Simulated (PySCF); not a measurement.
Delta-SCF ions had no search for a lower state. Excitations are Tamm–Dancoff values on a coarser integration grid. The basis has no diffuse functions, so Rydberg states are missing or too high.

Cartesian coordinates (Å):
```xyz
19

Ga    -0.0110     0.2625    -0.2798
C     -0.4129    -1.0549    -1.7151
H     -0.3802    -0.5589    -2.6997
H     -1.4202    -1.4949    -1.6213
H      0.3220    -1.8754    -1.7454
C     -1.4813     1.4787     0.2922
H     -2.4460     0.9542     0.3946
H     -1.6290     2.2655    -0.4669
H     -1.2663     1.9924     1.2434
C      1.8661     0.8173     0.0402
H      2.5575    -0.0386    -0.0099
H      2.0008     1.3129     1.0154
H      2.1842     1.5395    -0.7303
C     -0.3124    -0.7759     2.6846
O     -0.1821    -1.2001     1.3402
H     -1.2754    -0.2719     2.8652
H      0.4982    -0.0605     2.8731
H     -0.1995    -1.6263     3.3752
H     -0.8676    -1.8413     1.1182
```
Charge 0, spin multiplicity 1.

Q: Estimate the brightest of the four lowest singlets (TDA), charge on the central atom (Mulliken), dipole moment, vertical ionisation energy (Delta-SCF) and LUMO that M06-2X/def2-TZVP // PBE0-D3(BJ)/def2-SVP in PySCF returns for this input.

A: 
```json
{
 "brightest of the four lowest singlets (TDA)": "6.89 eV",
 "charge on the central atom (Mulliken)": "0.62 e",
 "dipole_moment": "3.80 D",
 "vertical ionisation energy (Delta-SCF)": "8.96 eV",
 "LUMO": "0.75 eV"
}
```
